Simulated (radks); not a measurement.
Effect of the nuclear size on neutral niobium, [Kr] 4d4 5s1. Calculated with a radial shooting solver on a logarithmic mesh with Libxc functionals: Dirac Kohn-Sham, BLYP, spin-unpolarised, spherical densities, finite nucleus; open shells fill j = l - 1/2 first; Fermi nuclear charge, rms radius 4.324 fm. The rms radius is varied about that value; shifts are against it.

| rms radius (fm) | total energy shift (eV) | density at nucleus (e/bohr^3) | 1s1/2 shift (meV) | 2s1/2 shift (meV) | 4s1/2 shift (meV) |
|---|---|---|---|---|---|
| 3.8051 | -0.286 | 8.362e+04 | -121 | -12.8 | -0.352 |
| 4.0775 | -0.140 | 8.303e+04 | -59.2 | -6.28 | -0.172 |
| 4.324 | 0 | 8.252e+04 | 0.000 | 0.000 | 0.000 |
| 4.6094 | 0.171 | 8.198e+04 | 72.5 | 7.69 | 0.211 |
| 4.8083 | 0.297 | 8.162e+04 | 125 | 13.3 | 0.365 |

Slopes of the eigenvalues against <r^2> in GHz/fm^2, as finite differences over the two radii next to the reference (eigenvalue slopes, not the field-shift constants of lines): 1s1/2 6890, 2s1/2 731, 4s1/2 20.0.
